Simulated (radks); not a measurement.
Ionisation of neutral rubidium, [Kr] 5s1, to [Kr] as the strength of local exchange is varied. All-electron calculation, scalar-relativistic Kohn-Sham, Slater X-alpha exchange (alpha = 2/3 is LDA exchange), no correlation, spin-unpolarised, spherical densities, finite nucleus; Fermi nuclear charge, rms radius 4.2036 fm. Program: a radial shooting solver on a logarithmic mesh with Libxc functionals.

alpha  E(Rb) (hartree)  exchange (hartree)  IE (eV)  -e of the level emptied (eV)  <r> of it (bohr)
0.592      -2963.77652           -82.87853    3.353                    1.489 (5s)             5.604
0.604      -2965.45901           -84.60446    3.391                    1.523 (5s)             5.571
0.665      -2974.02578           -93.40610    3.588                    1.700 (5s)             5.411
0.667      -2974.30706           -93.69548    3.594                    1.705 (5s)             5.406
0.745      -2985.29670          -105.02045    3.854                    1.943 (5s)             5.217
0.751      -2986.14365          -105.89478    3.874                    1.962 (5s)             5.203
0.855      -3000.86049          -121.12196    4.235                    2.301 (5s)             4.977
0.916      -3009.52436          -130.11668    4.454                    2.510 (5s)             4.855

NIST Atomic Spectra Database: 4.177 eV (measured). The Delta-SCF value meets it near alpha = 0.84. Spin polarisation and multiplet splitting are left out, so open shells lie too high by an amount that depends on their filling.

Beside tabulated values, note that spin-unpolarised runs miss the spin-polarisation part of the exchange energy of open shells.
